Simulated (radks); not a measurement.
Values are calculated unless marked as measured or tabulated.
Lu23+, 48 electrons, occupied as [Kr] 4d10 4f2. Level of theory: Dirac Kohn-Sham, Slater X-alpha with alpha = 0.667, spin-unpolarised, spherical densities, point nucleus; open shells fill j = l - 1/2 first (a radial shooting solver on a logarithmic mesh with Libxc functionals).

Spin-orbit splittings of the eigenvalues, e(l+1/2) - e(l-1/2), with zeta = 2 splitting/(2l+1) and mean radii in bohr:

shell  occ.  splitting (eV)  zeta (eV)  <r> j=l-1/2  <r> j=l+1/2
2p        6            1116      743.7      0.06745      0.07507
3p        6           238.7      159.2       0.2018       0.2158
3d       10               ?          ?       0.1895       0.1939
4p        6           62.46      41.64       0.4596       0.4854
4d       10           12.53      5.012       0.4873       0.4950
4f        2           2.911     0.8317       0.4843       0.4875

Estimate the 3d splitting.

Answer. 52.03 eV (zeta = 20.81 eV).
